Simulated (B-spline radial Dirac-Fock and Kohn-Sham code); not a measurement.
# What relativity does to the binding energies of As²⁺

System: the As²⁺ ion, configuration 1s2 2s2 2p6 3s2 3p6 3d10 4s2 4p1.

Both columns are ΔSCF binding energies of the configuration average from an atomic code on a B-spline grid: non-relativistic Hartree-Fock with a point nucleus, and Dirac-Fock with a finite nucleus and the Coulomb interaction alone, averaged over the two j levels with weights 2j+1.

```
shell  Hartree-Fock (eV)  Dirac-Fock (eV)  shift (eV)  shift (%)
   1s            11744.7          11923.7     +178.94      +1.52
   2s             1530.1           1570.2      +40.11      +2.62
   2p             1360.4           1369.7       +9.28      +0.68
   3s              234.1            240.8       +6.61      +2.82
   3p              175.6            177.1       +1.45      +0.83
   3d              73.28            72.12       -1.15      -1.58
   4s              36.54            37.15       +0.61      +1.66
   4p              27.33            27.37       +0.04      +0.14
```

Relativity binds 1s, 2s, 2p, 3s, 3p, 4s, 4p more strongly, among those listed most of all 3s in relative terms, and 3d more weakly, because the contracted s and p shells screen the nucleus better.

Values without a named source are computed, but for edge energies of neutral atoms, which are taken from tables.
